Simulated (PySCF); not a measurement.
2-methylazaborolidine (C4H10BN), SMILES C1CCB(N1)C. Geometry: PBE-D3(BJ)/def2-SVP. The values are those of a single conformer.

All values below come from PBE-D3(BJ)/def2-SVP (PySCF).

Harmonic wavenumbers (cm⁻¹): 110, 156, 214, 262, 382, 512, 573, 622, 721, 772, 802, 828, 873, 895, 958, 984, 1052, 1060, 1127, 1176, 1194, 1198, 1247, 1265, 1293, 1306, 1375, 1387, 1390, 1413, 1441, 1483, 2914, 2949, 2961, 2975, 2987, 3029, 3036, 3037, 3056, 3536. Rotational constants (GHz): 6.545, 2.844, 2.112; symmetry number 1.

Question: Work out the zero-point energy and the ideal-gas rigid-rotor harmonic-oscillator thermochemistry at 298.15 K and 1 atm.

Answer: ZPE = ½ Σ hcν = ½ × 60553 cm⁻¹ = 362.19 kJ/mol. H − E(el) = 382.57 kJ/mol. Entropy in J/(mol K): translation 163.85, rotation 110.90, vibration 58.85, total 333.59. G − E(el) = 283.11 kJ/mol. Cp = 115.24 J/(mol K). Modes under 150 cm⁻¹ make the vibrational entropy uncertain.
